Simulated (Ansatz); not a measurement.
Consider the formal exchange of groups at the Se–Al bond: `N[SiH2][AlH][SeH]` + `[CH3][SnH3]` → `[CH3][SnH2][SeH]` + `N[SiH2][AlH2]`.

Calculated with Ansatz (gas phase, PBE0-D4/def2-TZVP geometries, no zero-point term in ΔE). CBS: MP2 limit from def2 TZ/QZ plus the TZ coupled-cluster correction, frozen cores. Functionals use def2-TZVPP. B3LYP here is the variant with VWN-RPA as its local correlation; programs differ in this. def2 core potentials past Kr. For Se, Sn outer-core shells are correlated without core-valence functions, which leaves a few kJ/mol of doubt a bond. Scalar relativity is left out up to krypton. Each species was taken in one conformer, which may not be the lowest.

`N[SiH2][AlH][SeH]`:

Cartesian coordinates in Å:
```
N 0.337 -0.626 1.882
Si 0.452 -1.214 0.253
Al -0.243 0.422 -1.454
Se -0.901 2.436 -0.488
H -0.581 -0.439 2.258
H 0.977 0.098 2.172
H -0.389 -2.443 0.163
H 1.870 -1.621 0.030
H -0.310 0.321 -3.038
H -1.211 3.067 -1.778
```

`[CH3][SnH3]`:

Z-matrix (Å, degrees):
```
C
Sn 1 2.140
H 1 1.090 2 110.0
H 1 1.090 2 110.0 3 -120.0
H 1 1.090 2 110.0 3 120.0
H 2 1.709 1 110.1 3 -59.7
H 2 1.709 1 110.1 3 -179.7
H 2 1.709 1 110.1 3 60.3
```

`[CH3][SnH2][SeH]`:

```xyz
9

C    -0.988    0.714    0.671
Sn    0.414   -0.804    0.129
Se    1.042   -0.540   -2.318
H    -1.866    0.640    0.030
H    -0.532    1.695    0.541
H    -1.287    0.592    1.713
H     1.829   -0.703    1.084
H    -0.266   -2.367    0.225
H     1.655    0.773   -2.076
```

`N[SiH2][AlH2]`:

Z-matrix (Å, degrees):
```
Si
Al 1 2.457
N 1 1.731 2 109.3
H 1 1.503 2 109.4 3 -126.4
H 1 1.493 2 111.4 3 118.8
H 2 1.590 1 121.3 3 -164.1
H 2 1.593 1 120.4 3 16.9
H 3 1.008 1 120.2 2 178.6
H 3 1.007 1 119.2 2 -39.1
```

| level | ΔE (kcal/mol) |
| --- | --- |
| r2SCAN-D4 | 13.1 |
| B3LYP-D4 | 11.4 |
| r2SCAN | 13.0 |
| MP2/def2-TZVPP | 12.2 |
| SCS-MP2/def2-TZVPP | 11.6 |
| CCSD/def2-TZVPP | 12.3 |
| CCSD(T)/def2-TZVPP | 12.7 |
| CCSD/CBS(def2) | 10.5 |

Question: What does CCSD(T)/CBS give? (Estimate.)

Answer: Ansatz gave: +10.8 kcal/mol. The listed levels differ from it by 2.3, 0.6, 2.2, 1.4, 0.8, 1.5, 1.9, -0.3 kcal/mol.

Largest T1 diagnostic among the species: 0.012.

In def2-TZVPP, CCSD(T) changes the Hartree–Fock value by +2.6 kcal/mol (the triples alone add +0.4 kcal/mol) and MP2 by +2.1 kcal/mol.
